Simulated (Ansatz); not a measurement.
Reaction (atomization): `SC[SiH]1CN1` → 2 C• + 7 H• + N• + S• + Si•

Computed with Ansatz on PBE0-D4/def2-TZVP structures; ΔE is electronic, products minus reactants. CCSD(T)/CBS adds triple-zeta CCSD(T) − MP2 to the extrapolated MP2 energy (def2 sets, frozen cores). This one scheme is used for every species, atoms too. DFT in def2-TZVPP. No spin–orbit coupling; open shells (•) take unrestricted orbitals. Spin–orbit coupling would lower the free atoms: a little for C, S, Si. Each species was taken in one conformer, which may not be the lowest.

| level | ΔE (kJ/mol) |
| --- | --- |
| ωB97M-V | 4242.0 |
| r2SCAN | 4215.9 |

Q: What does CCSD(T)/CBS give? (Estimate.)

A: Ansatz gave: +4212.6 kJ/mol. The listed levels differ from it by 29.4, 3.3 kJ/mol.

Largest T1 diagnostic among the species: 0.012.

The D4 term adds +45.2 kJ/mol with B3LYP and +23.7 kJ/mol with PBE0; it sums over pairs of atoms, weighted by their polarisabilities, and B3LYP, whose exchange is more repulsive, gets the larger term. In def2-TZVPP, CCSD(T) changes the Hartree–Fock value by +1131.4 kJ/mol (the triples alone add +70.2 kJ/mol) and MP2 by +1185.3 kJ/mol; breaking electron pairs costs correlation energy, which Hartree–Fock lacks. From PBE to PBE0 (25 % exact exchange), in def2-TZVPP and without D4, ΔE moves by −70.3 kJ/mol: exact exchange takes away binding that semilocal exchange gives to molecules.

B3LYP here is the variant with VWN-RPA as its local correlation; programs differ in this.

For atomizations the MP2-based limit and the directly extrapolated one differ by several kJ/mol either way, and by 10 to 25 for some Ge, Se and Sn compounds, so smaller differences from it don't rank the levels.
